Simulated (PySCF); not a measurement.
A GIAO shielding run with PySCF 2.14.0 with density-fitted response routines (density fitting, non-relativistic, gas phase) on SMILES CBO[C@@H](C)F, C3H8BFO:

```
$ OMP_NUM_THREADS=1 python probes_run.py task.json out

{"job": {"kind": "nmr", "xc": "B3LYP", "basis": "pcSseg-1", "pop": false}, "charge": 0, "multiplicity": 1}
C      2.139903    -0.396181     0.187761
B      1.306113     0.851500    -0.265704
O     -0.057022     0.875760    -0.305114
C     -0.843343    -0.216875     0.037620
C     -2.292319     0.177563     0.008109
F     -0.622803    -1.221211    -0.870450
H      3.179618    -0.139548     0.432621
H      2.160921    -1.113639    -0.651933
H      1.696192    -0.941273     1.036510
H      1.817804     1.885758    -0.635373
H     -0.540272    -0.611497     1.024881
H     -2.478946     0.978848     0.736071
H     -2.547091     0.544653    -0.995927
H     -2.926718    -0.685321     0.251415
```

Hardware: 1 thread of an Arm Neoverse V1, shared host.

Question: How large is the calculation?

Answer: 48 electrons, 142 basis functions and 731 auxiliary functions.

Question: How long does it take, and how much memory does it need?

Answer: 10 s of wall time, with 13 SCF cycles and 4 response iterations; peak memory 0.76 GiB. Times on a shared host scatter by some tens of per cent.

Question: And these other runs on the same molecule and hardware: GIAO shielding at B97-D/pcSseg-1; GIAO shielding at BLYP/pcSseg-1; GIAO shielding at BP86/pcSseg-1; GIAO shielding at HF/pcSseg-1; GIAO shielding at KT2/pcSseg-1; GIAO shielding at KT3/pcSseg-1?

Answer: B97-D/pcSseg-1: 142 functions, 18 s; BLYP/pcSseg-1: 142 functions, 17 s; BP86/pcSseg-1: 142 functions, 18 s; HF/pcSseg-1: 142 functions, 4.9 s; KT2/pcSseg-1: 142 functions, 17 s; KT3/pcSseg-1: 142 functions, 18 s.
